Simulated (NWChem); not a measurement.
System: CH6OPbSi, singlet; SMILES [Pb]([SiH3])[O]C

The following NWChem deck was run.

```
start job
memory heap 200 mb stack 900 mb global 1100 mb
geometry units angstroms
  Pb     0.065994     0.148736     0.430966
  O      1.583367    -0.449081    -0.945406
  C      1.623563    -0.913432    -2.244555
  H      0.624858    -1.008437    -2.693916
  H      2.217169    -0.227986    -2.863708
  H      2.109602    -1.897648    -2.270027
  Si    -1.992532    -0.295990    -1.227577
  H     -2.121269    -1.656046    -1.759142
  H     -2.046813     0.538542    -2.432129
  H     -3.309202    -0.063331    -0.615248
end
basis spherical
  * library def2-svp
end
ecp
  Pb library def2-ecp
end
dft
  xc pbe0
  iterations 150
end
driver
  maxiter 120
end
task dft optimize
```

Output (shortened):

```
             Northwest Computational Chemistry Package (NWChem) 7.3.0
             --------------------------------------------------------

 C1  symmetry detected

                             Geometry "geometry" -> ""
                             -------------------------

 Output coordinates in angstroms (scale by  1.889725989 to convert to a.u.)

  No.       Tag          Charge          X              Y              Z
 ---- ---------------- ---------- -------------- -------------- --------------
    1 Pb                  82.0000     0.59877142     0.07799242     0.00001260
    2 O                    8.0000    -0.87112778     1.62511941    -0.00052634
    3 C                    6.0000    -2.24983568     1.68984606     0.00029311
    4 H                    1.0000    -2.72273684     0.69752645    -0.00511183
    5 H                    1.0000    -2.59374575     2.23156135     0.89126177
    6 H                    1.0000    -2.59409132     2.24212443    -0.88403744
    7 Si                  14.0000    -1.14924727    -1.95437223    -0.00009447
    8 H                    1.0000    -2.10690030    -1.99244117    -1.10930064
    9 H                    1.0000    -2.00647788    -2.07249753     1.18377110
   10 H                    1.0000    -0.51780643    -3.28047207    -0.07384111

 Effective nuclear repulsion energy (a.u.)     630.2993272496

                                Z-matrix (autoz)
                                --------

 Units are Angstrom for bonds and degrees for angles

[...]

      ----------------------
      Optimization converged
      ----------------------

  Step       Energy      Delta E   Gmax     Grms     Xrms     Xmax
  ---- ---------------- -------- -------- -------- -------- --------
@    9    -598.85134493 -7.2D-08  0.00005  0.00001  0.00075  0.00175
                                     ok       ok       ok       ok

                                Z-matrix (autoz)
                                --------

 Units are Angstrom for bonds and degrees for angles

      Type          Name      I     J     K     L     M      Value     Gradient
      ----------- --------  ----- ----- ----- ----- ----- ---------- ----------
    1 Stretch                  1     2                       2.10484    0.00002
    2 Stretch                  1     7                       2.78875    0.00000
    3 Stretch                  2     3                       1.38671    0.00005
    4 Stretch                  3     4                       1.10991    0.00001
    5 Stretch                  3     5                       1.10779    0.00001
    6 Stretch                  3     6                       1.10777    0.00001
    7 Stretch                  7     8                       1.50232    0.00001
    8 Stretch                  7     9                       1.50241    0.00002
    9 Stretch                  7    10                       1.50283    0.00002
   10 Bend                     1     2     3               130.49271    0.00001
   11 Bend                     1     7     8               113.17199    0.00002
   12 Bend                     1     7     9               113.02369   -0.00001
   13 Bend                     1     7    10               110.32375   -0.00000
   14 Bend                     2     1     7                95.94942    0.00002
   15 Bend                     2     3     4               114.04695   -0.00001
   16 Bend                     2     3     5               110.83849   -0.00000
   17 Bend                     2     3     6               110.82140   -0.00000
   18 Bend                     4     3     5               107.00851    0.00000
   19 Bend                     4     3     6               107.01135    0.00000
   20 Bend                     5     3     6               106.75041    0.00001
   21 Bend                     8     7     9               106.81103   -0.00001
   22 Bend                     8     7    10               106.54243   -0.00001
   23 Bend                     9     7    10               106.53651   -0.00000
   24 Torsion                  1     2     3     4          -0.31601   -0.00000
   25 Torsion                  1     2     3     5         120.51950   -0.00000
   26 Torsion                  1     2     3     6        -121.14246   -0.00000
   27 Torsion                  2     1     7     8          60.59167   -0.00000
   28 Torsion                  2     1     7     9         -60.99025   -0.00001
   29 Torsion                  2     1     7    10         179.85362    0.00000
   30 Torsion                  3     2     1     7           0.09105    0.00001

                         Geometry "geometry" -> "geometry"
                         ---------------------------------

 Output coordinates in angstroms (scale by  1.889725989 to convert to a.u.)

[...]
```

Level: PBE0/def2-SVP with def2 effective core potentials on Pb. Low-valent species are run as closed-shell singlets; no triplet was tried in these runs. No frequency run checked for a minimum. def2 effective core potentials on Pb; no spin-orbit coupling.
